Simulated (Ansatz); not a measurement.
One geometry of C3H7BS, several functionals.

```yaml
crystal:
  periodic: [false, false, false]
  atoms:
    - {symbol: C, position_ang: [-1.465788, 0.601683, 0.329196]}
    - {symbol: C, position_ang: [-0.065728, 0.155699, 0.094763]}
    - {symbol: S, position_ang: [1.262663, 0.492777, 1.252002]}
    - {symbol: B, position_ang: [1.233206, 0.355864, -0.708947]}
    - {symbol: C, position_ang: [0.483914, -1.017891, -0.672785]}
    - {symbol: H, position_ang: [-1.511129, 1.636151, 0.675767]}
    - {symbol: H, position_ang: [-1.986487, -0.032211, 1.053449]}
    - {symbol: H, position_ang: [-2.011300, 0.543764, -0.616577]}
    - {symbol: H, position_ang: [1.583137, -0.746979, 1.713383]}
    - {symbol: H, position_ang: [1.823175, 1.120868, -1.396170]}
    - {symbol: H, position_ang: [-0.098452, -1.264927, -1.560076]}
    - {symbol: H, position_ang: [0.829690, -1.899898, -0.129906]}
basis:
  gaussian: {orbitals: def2-TZVPP}
hamiltonian: {xc: pbe0, dispersion: d4}
output: {orbitals: {seedname: orbitals}}
```

```sh
$ ansatz run in.yaml --threads 4 --pin off --events-out ev --progress --plain --max-ram 10444MiB
```

It prints (some lines left out):

```
Functional definition: PBE0
1437 factors; their error is unknown
mean field evaluation 1: about -14715.8034 eV, gradient 7.2e1 eV
mean field evaluation 2: about -14684.4753 eV, gradient 1.3e2 eV
mean field evaluation 4: about -14728.4867 eV, gradient 9.1e0 eV
mean field evaluation 8: about -14728.6611 eV, gradient 5.2e-1 eV
mean field evaluation 16: about -14728.6615 eV, gradient 3.8e-5 eV
mean field -14728.66149325 eV, -541.2683264316 hartree, gradient 3.8e-5 eV, S^2 0.000000; 0 other end points of the search recorded, 0 dependent functions left out
reference -14728.66152815 eV, -541.2683277140 hartree; 23, 23 occupied and 241, 241 virtual orbitals, 1437 factors
Total energy: -14728.88986584 eV, -541.2767189696 hartree
```

Hardware: 4 threads of an AMD EPYC 7B13 on a shared host. Wall time 2.8 s, peak host memory 0.66 GiB.

The same input with `hamiltonian: {xc: {name: B2PLYP}}` (abridged; 5.5 s):

```
Functional definition: B2PLYP
mean field evaluation 16: about -14722.7093 eV, gradient 2.5e-4 eV
mean field -14722.70931341 eV, -541.0495878569 hartree, gradient 4.1e-6 eV, S^2 0.000000
9 core orbitals not correlated: weight in the atoms' cores, before any rotation towards them, 1.000 or more for the frozen orbitals, at most 0.000 for the correlated occupied ones
second order -26.66450391 eV of doubles, -0.00000000 eV of singles
Total energy: -14729.90891487 eV, -541.3141683306 hartree
```

Changing it to `hamiltonian: {xc: {name: wB97X-V}}` (abridged; 6.5 s):

```
Functional definition: wB97X-V
mean field evaluation 16: about -14734.6294 eV, gradient 1.5e-4 eV
mean field -14734.62940818 eV, -541.4876432602 hartree, gradient 6.0e-5 eV, S^2 0.000000
Total energy: -14734.62940600 eV, -541.4876431798 hartree
```
